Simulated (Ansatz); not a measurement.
System: sum formula GaClF2, charge 0, multiplicity 1. 
Coordinates optimised at B3LYP-D3(BJ)/def2-TZVP (Ansatz, a quantum-chemistry and plane-wave program):
```xyz
4

F     -0.9844     1.6357     0.0623
Ga    -0.2910     0.0420     0.0047
F     -1.4081    -1.2904    -0.0239
Cl     1.7972    -0.2593    -0.0289
```

Dipole moments at this geometry, in debye (magnitudes).

| level | program | dipole (D) |
|---|---|---|
| SVWN5/def2-TZVPD | Ansatz | 1.09 |
| PBE/def2-TZVPD | Ansatz | 1.01 |
| r2SCAN/def2-TZVPD | Ansatz | 1.00 |
| PBE0/def2-TZVPD | Ansatz | 1.06 |
| r2SCANh/def2-TZVPD | Ansatz | 1.03 |
| r2SCAN0/def2-TZVPD | Ansatz | 1.07 |
| HSE06/def2-TZVPD | Ansatz | 1.06 |
| LC-wPBE/def2-TZVPD | Ansatz | 0.98 |
| wB97X-V/def2-TZVPD | Ansatz | 1.00 |
| CCSD(T)/def2-SVPD | Ansatz | 1.09 |
